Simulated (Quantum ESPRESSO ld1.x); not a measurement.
Values are calculated unless marked as measured or tabulated.
Question: The mean radii <r> (bohr) of the occupied orbitals of an atom or ion are listed with their occupations. Code: ld1.x of Quantum ESPRESSO 7.5. Model: scalar-relativistic Kohn-Sham, PBEsol, spin-unpolarised, spherical densities, point nucleus.

orbital  occ.     <r>
1s          2  0.2302
2s          2   1.323
2p          3   1.484

Name the element and its charge.

Answer: Z = 7, nitrogen, charge 0: N in [He] 2s2 2p3. The 1s radius gives Z: for a bare nucleus <r> = (2 gamma + 1)/(2Z) with gamma = sqrt(1 - (Z/c)^2), 0.2141 bohr for Z = 7, and screening makes it slightly larger (0.2302 here). The occupations add up to 7, and the charge is Z minus that.
